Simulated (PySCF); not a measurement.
## RuN(OH)₂, doublet: data card

These are results of UPBE0 in PySCF with Ru def2-TZVP with ECP28, N def2-TZVP, O def2-TZVP, H def2-TZVP; scalar-relativistic core potentials, no spin–orbit coupling; density-fitted integrals, not measurements.

The structure is a minimum.

Coordinates in bohr (charge 0 multiplicity 2):
```
Ru    0.1432    0.0051    0.0000
N     3.1032   -0.0242    0.0000
O    -1.7600    3.0216    0.0000
O    -1.5418   -3.1368    0.0000
H    -0.9495    4.6456    0.0000
H    -3.3588   -3.1788    0.0000
```

| Quantity | Value |
| --- | --- |
| Point group | Cs |
| Bond lengths | O–H 0.961 Å (×2), Ru–N 1.566 Å, Ru–O 1.887 Å (×2) |
| Bond angles | H–O–Ru 119.5°, H–O–Ru 121.2°, N–Ru–O 117.6°, N–Ru–O 122.8°, O–Ru–O 119.5° |
| Heat capacity Cp at 298.15 K | 87.7 J/(mol K) |
| Highest occupied level (β) | -7.18 eV |
| Principal quadrupole moments (Buckingham, traceless) about the centre of mass | -4.72, -2.07, 6.78 D Å |
| Entropy at 298.15 K and 1 bar (electronic part: spin only) | 339.6 J/(mol K) |
| Zero-point energy | 75.2 kJ/mol |
| Principal polarisabilities | 34.9, 52.5, 57.0 bohr³ |
| Atomisation energy without zero-point energy | 2006 kJ/mol |
| Rotational symmetry number | 1 |
| Rotational constants | 0.2543, 0.1795, 0.1052 cm⁻¹ |
| Spin squared ⟨S²⟩ | 0.768 |
| Dipole moment | 1.69 D |
| Enthalpy at 298.15 K above 0 K | 19.01 kJ/mol |
| Lowest empty level (β) | -3.39 eV |

Harmonic modes (masses in u: Ru 101.904, N 14.003, O 15.995, H 1.008):
```json
{"symmetry": "a''", "ω (cm⁻¹)": "89", "IR (km/mol)": "78.9", "μ (u)": "1.31"}
{"symmetry": "a'", "ω (cm⁻¹)": "142", "IR (km/mol)": "6.3", "μ (u)": "5.75"}
{"symmetry": "a''", "ω (cm⁻¹)": "168", "IR (km/mol)": "9.6", "μ (u)": "2.07"}
{"symmetry": "a'", "ω (cm⁻¹)": "269", "IR (km/mol)": "4.4", "μ (u)": "8.75"}
{"symmetry": "a''", "ω (cm⁻¹)": "287", "IR (km/mol)": "108", "μ (u)": "1.58"}
{"symmetry": "a'", "ω (cm⁻¹)": "623", "IR (km/mol)": "201", "μ (u)": "2.10"}
{"symmetry": "a'", "ω (cm⁻¹)": "637", "IR (km/mol)": "186", "μ (u)": "2.78"}
{"symmetry": "a'", "ω (cm⁻¹)": "669", "IR (km/mol)": "10.8", "μ (u)": "1.52"}
{"symmetry": "a'", "ω (cm⁻¹)": "702", "IR (km/mol)": "33.3", "μ (u)": "2.25"}
{"symmetry": "a'", "ω (cm⁻¹)": "1226", "IR (km/mol)": "78.2", "μ (u)": "15.49"}
{"symmetry": "a'", "ω (cm⁻¹)": "3872", "IR (km/mol)": "179", "μ (u)": "1.07"}
{"symmetry": "a'", "ω (cm⁻¹)": "3894", "IR (km/mol)": "150", "μ (u)": "1.07"}
```

Charges (e):
```
atom  Mulliken  Löwdin  polar tensor  spin (Mulliken)  Mayer order to Ru1
 Ru1      1.23    0.56          1.38             0.92                   –
  N2     -0.42   -0.19         -0.43            -0.20                2.57
  O3     -0.75   -0.36         -0.78             0.13                0.86
  O4     -0.74   -0.35         -0.77             0.16                0.87
  H5      0.34    0.17          0.31             0.00                0.01
  H6      0.34    0.16          0.29             0.00                0.01
```
Other Mayer orders above 0.3: O–H 0.87 (×2).

Mulliken populations on Ru1 (electrons outside its core potential): s 2.47, p 6.14, d 6.14, f 0.03.

Outer orbital energies (eV). α occupied: -11.91, -11.46, -11.16, -10.69, -9.87, -9.23, -7.59, -7.44; empty: -2.72, -1.66, -1.36, 0.18. β occupied: -12.20, -11.69, -11.06, -10.57, -10.00, -9.24, -9.13, -7.18; empty: -3.39, -2.50, -1.41, -1.10.

This need not be the most stable arrangement of these atoms. Open d and f shells are described by one determinant, and the ground state may have another occupation or spin.

The final relaxation and frequency run took 4.4 min on 4 threads of a shared Arm Neoverse V1 host, with 145 basis functions and 31 gradients; the process peaked at 2.1 GiB.
